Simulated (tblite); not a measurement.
Compound: C6H8F2O.
Atom-mapped SMILES: `[CH2:1]=[CH:2]/[CH:3]=[C:4](/[O:5][CH3:6])[CH:7]([F:8])[F:9]` (hydrogens: H10, H11 on C1; H12 on C2; H13 on C3; H14, H15, H16 on C6; H17 on C7)

Cartesian coordinates in Å at the GFN2-xTB level; atoms count from 1:
```
atom  x, y, z in Å
C1     2.8130    0.7041   -0.1037
C2     1.7886   -0.1156    0.1137
C3     0.4249    0.3503    0.1939
C4    -0.6422   -0.4372    0.3888
O5    -1.9465   -0.0480    0.4745
C6    -2.2413    1.3245    0.3548
C7    -0.5658   -1.9370    0.5468
F8     0.1963   -2.2997    1.6100
F9    -0.0001   -2.5347   -0.5328
H10    3.8243    0.3425   -0.1602
H11    2.6736    1.7652   -0.2349
H12    1.9648   -1.1729    0.2388
H13    0.2884    1.4164    0.0842
H14   -3.3219    1.4015    0.4565
H15   -1.7564    1.9043    1.1455
H16   -1.9364    1.7116   -0.6217
H17   -1.5703   -2.3632    0.6853
```

All values are computed: GFN2-xTB (tblite) harmonic vibrations without scaling, gas phase. The method is semi-empirical: single wavenumbers can be off by several per cent or more. One conformer, not necessarily the lowest.

Harmonic wavenumbers (cm⁻¹): 58.2, 92.9, 127.8, 134.0, 189.5, 210.0, 253.1, 270.0, 328.2, 364.2, 464.6, 523.5, 602.0, 625.5, 652.8, 838.1, 881.4, 886.3, 979.1, 1001.5, 1010.5, 1022.1, 1085.4, 1118.1, 1146.6, 1182.2, 1207.7, 1250.9, 1257.6, 1309.9, 1324.2, 1395.2, 1413.1, 1461.8, 1476.9, 1659.7, 1673.1, 2916.0, 2944.3, 2956.4, 3035.3, 3081.8, 3095.1, 3105.4, 3140.1.

A = 1643, B = 1395, C = 874.8 MHz; mass 134.054 u (most abundant isotopes); point group Cs, symmetry number 1.

Question: Zero-point energy?

Answer: Half the sum of the wavenumbers: 27876 cm⁻¹ = 333.47 kJ/mol.

Question: What is S at 200 K and 1 bar for an ideal gas of classical rigid rotors and harmonic oscillators?

Answer: Translation 161.65, rotation 118.29, vibration 75.74: S = 355.7 J/(mol K).

Question: And Cp and H(200 K) − H(0)?

Answer: Cp = 118.05 J/(mol K), of which vibrations give 84.80 (their classical limit is 45 R = 374.2); H(200 K) − H(0) = 15.26 kJ/mol without the zero-point energy, 8.60 from vibrations.

Question: Blend soft modes into free rotors: weight 1/[1 + (100 cm⁻¹/ν̃)⁴] for the oscillator and the rest for a rotor with moment μB/(μ + B), μ = h/(8π²ν), B = 10⁻⁴⁴ kg m². What vibrational entropy results?

Answer: 72.60 J/(mol K) in place of 75.74, which changes −T·S at 200 K by +0.63 kJ/mol.

Question: Which modes carry the vibrational entropy at 200 K?

Answer: 58.2 cm⁻¹: 15.61; 92.9 cm⁻¹: 11.82; 127.8 cm⁻¹: 9.30; 134.0 cm⁻¹: 8.93; 189.5 cm⁻¹: 6.35; 210.0 cm⁻¹: 5.63 J/(mol K); the other 39 give 18.09 together.

Question: What must be added to the electronic energy to get the Gibbs energy at 200 K and 1 bar?

Answer: ZPE + [H(200 K) − H(0)] − T·S = 333.47 + 15.26 − 71.14 = 277.59 kJ/mol.

Question: How do the functions run with temperature in this model?

Answer: 
```csv
T (K),S (J/(mol K)),Cp (J/(mol K)),H − H(0) (kJ/mol),G − H(0) (kJ/mol),ln q(vib)
100,288.4,79.1,5.32,-23.51,1.38
300,410.5,155.2,28.91,-94.25,6.49
500,506.4,222.7,67.02,-186.18,11.45
800,626.4,286.9,144.38,-356.75,18.42
1000,693.5,314.0,204.62,-488.90,22.69
```

q(vib) and H(0) count from the zero-point level.

Hindered rotation and anharmonicity are outside this model. Other conformers, if any are populated, would add a mixing term that is left out.

Time: 0.86 s wall. Hardware: an Arm Neoverse N1 with one thread (shared host). The figure is for the frequency step alone.
